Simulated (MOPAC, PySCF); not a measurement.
C9H10SSi, SMILES `Cc1c([SiH3])sc2ccccc12`, neutral singlet in the gas phase. 

Z-matrix (Å, degrees):
```
C
C 1 1.4098
C 2 1.3894 1 119.69
H 3 1.0924 2 119.81 1 180.00
H 2 1.0924 3 120.36 4 0.01
C 3 1.4096 4 119.50 2 -180.00
C 6 1.3913 3 120.84 4 -179.99
H 7 1.0920 6 120.85 3 -179.99
H 6 1.0925 7 119.53 8 0.00
C 7 1.4017 8 120.72 6 -180.00
C 1 1.4471 2 128.83 5 0.01
C 11 1.3759 1 112.67 2 179.92
C 11 1.5006 12 125.02 1 179.92
H 13 1.0994 11 112.17 12 0.65
H 13 1.1030 14 107.66 11 -122.48
H 13 1.1031 14 107.66 15 -115.03
S 10 1.7460 7 127.45 8 -0.03
Si 12 1.8728 11 128.40 1 -179.94
H 18 1.4896 12 108.29 11 179.12
H 18 1.4919 19 109.18 12 121.01
H 18 1.4920 19 109.14 20 117.88
```
Charge 0, multiplicity 1.

All levels are single points at this geometry (B3LYP-D3(BJ)/def2-SVP); Pople sets use spherical d functions. Orbital energies aren't observables, and empty levels follow the basis.

```json
[
 {"level": "B3LYP-D3(BJ)/def2-TZVP in PySCF", "HOMO (eV)": "-6.07", "LUMO (eV)": "-1.31", "gap (eV)": "4.76", "dipole (D)": "1.31", "vertical IE, Delta-SCF (eV)": "7.78"},
 {"level": "M06-2X/def2-TZVP in PySCF", "HOMO (eV)": "-7.26", "LUMO (eV)": "-0.41", "gap (eV)": "6.85", "dipole (D)": "1.30", "vertical IE, Delta-SCF (eV)": "8.06"},
 {"level": "PBE/6-31G* in PySCF", "HOMO (eV)": "-5.12", "LUMO (eV)": "-1.62", "gap (eV)": "3.51", "dipole (D)": "1.41", "vertical IE, Delta-SCF (eV)": "7.50"},
 {"level": "SVWN5/6-31G* in PySCF", "HOMO (eV)": "-5.25", "LUMO (eV)": "-1.78", "gap (eV)": "3.48", "dipole (D)": "1.39", "vertical IE, Delta-SCF (eV)": "7.66"},
 {"level": "PM6 in MOPAC", "HOMO (eV)": "-8.37", "LUMO (eV)": "-0.56", "gap (eV)": "7.81", "dipole (D)": "1.90", "vertical IE, Delta-SCF (eV)": "–"},
 {"level": "PM7 in MOPAC", "HOMO (eV)": "-8.31", "LUMO (eV)": "-0.51", "gap (eV)": "7.79", "dipole (D)": "1.57", "vertical IE, Delta-SCF (eV)": "–"}
]
```
